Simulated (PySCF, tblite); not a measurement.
Species: C4H10F3PSi.
SMILES with atom numbers: `[CH3:1][CH2:2][P:3]([SiH2:4][CH3:5])[C:6]([F:7])([F:8])[F:9]` (hydrogens: H10, H11, H12 on C1; H13, H14 on C2; H15, H16 on Si4; H17, H18, H19 on C5)

Geometry (GFN2-xTB, Å), atoms numbered from 1 in this order:
```xyz
19
C4H10F3PSi angstrom
C      2.896   -0.194   -0.656
C      1.680    0.502   -0.053
P      0.079   -0.077   -0.807
Si    -1.371    1.131    0.449
C     -3.115    0.653   -0.119
C     -0.090   -1.658    0.186
F      0.753   -2.613   -0.235
F      0.138   -1.526    1.509
F     -1.328   -2.167    0.073
H      3.809    0.225   -0.238
H      2.916   -0.060   -1.736
H      2.881   -1.261   -0.446
H      1.726    1.575   -0.260
H      1.652    0.366    1.032
H     -1.178    0.922    1.890
H     -1.038    2.522    0.117
H     -3.337   -0.386    0.109
H     -3.862    1.271    0.369
H     -3.221    0.784   -1.193
```

The calculation used PBE0/pcSseg-1 in PySCF (dipole) on a GFN2-xTB geometry, gas phase.

Take the most abundant isotopes and a rigid rotor. The values belong to one conformer with, in the numbering `[CH3:1][CH2:2][P:3]([SiH2:4][CH3:5])[C:6]([F:7])([F:8])[F:9]`, C1–C2–P3–Si4 177°, C2–P3–Si4–C5 -178°.

Problem. Give the principal moments of inertia and the rotational constants in MHz.

Solution. Ia = 351.76, Ib = 535.58, Ic = 735.37 u·Å²; 505379 MHz·u·Å²/I gives A = 1437, B = 943.6, C = 687.2 MHz.

Problem. What kind of rotor is it?

Solution. An asymmetric top: κ = (2 × 943.6 − 1437 − 687.2)/(1437 − 687.2) = -0.32.

Problem. What does the inertial defect say?

Solution. Not planar: Δ = Ic − Ia − Ib = -151.97 u·Å². For a rigid frame Δ = −2 Σ m c², so Σ m c² = 75.99 u·Å² lies off the ab plane: 9.64 from hydrogen and 66.35 from heavier atoms. The atom farthest from that plane is 1.85 Å away.

Problem. Predict some low-J microwave lines.

Solution. The dipole components are |μa| = 0.81 D, |μb| = 1.97 D, |μc| = 0.43 D. Intensities carry the squares of the components, which stand as 0.17 : 1.00 : 0.05 (a : b : c). Some lines, for components of 0.1 D or more:

```tsv
type	branch	J(Ka,Kc)	MHz	lower level (cm⁻¹)
a	Q	3(2,1) ← 3(2,2)	348	0.409
c	Q	1(1,1) ← 1(0,1)	493	0.054
b	Q	1(1,0) ← 1(0,1)	749	0.054
b	Q	2(1,1) ← 2(0,2)	1083	0.161
c	Q	2(2,1) ← 2(1,1)	1479	0.197
b	Q	3(2,1) ← 3(1,2)	1501	0.371
b	Q	3(1,2) ← 3(0,3)	1680	0.315
c	R	1(1,0) ← 0(0,0)	2380	0.000
b	R	2(0,2) ← 1(1,1)	2692	0.071
c	Q	3(3,1) ← 3(2,1)	2801	0.421
b	Q	3(3,0) ← 3(2,1)	2816	0.421
a	R	2(1,2) ← 1(1,1)	3005	0.071
a	R	2(0,2) ← 1(0,1)	3185	0.054
b	R	2(1,2) ← 1(0,1)	3498	0.054
a	R	2(1,1) ← 1(1,0)	3518	0.079
b	R	3(1,2) ← 2(2,1)	3740	0.246
c	R	2(1,1) ← 1(0,1)	4268	0.054
b	R	3(0,3) ← 2(1,2)	4308	0.171
c	R	2(2,0) ← 1(1,0)	5074	0.079
a	R	3(2,1) ← 2(2,0)	5164	0.249
b	R	2(2,0) ← 1(1,1)	5331	0.071
b	R	3(2,2) ← 2(1,1)	6372	0.197
c	R	3(2,1) ← 2(1,1)	6720	0.197
b	R	3(2,1) ← 2(1,2)	7489	0.171
c	R	3(3,0) ← 2(2,0)	7980	0.249
c	R	3(3,1) ← 2(2,1)	8042	0.246
b	R	3(3,0) ← 2(2,1)	8057	0.246
```

Its GFN2-xTB frequencies are all real (lowest 25 cm⁻¹). Zero-point vibration and centrifugal distortion are left out. A rigid rotor knows nothing of internal rotation, which can split or shift real lines.

Hardware: one thread of an Arm Neoverse V2, no GPU, shared host. Cost: 32 s, 1.1 GiB resident at most. This is the PBE0/pcSseg-1 job that gave the dipole, with the shieldings it also computed.
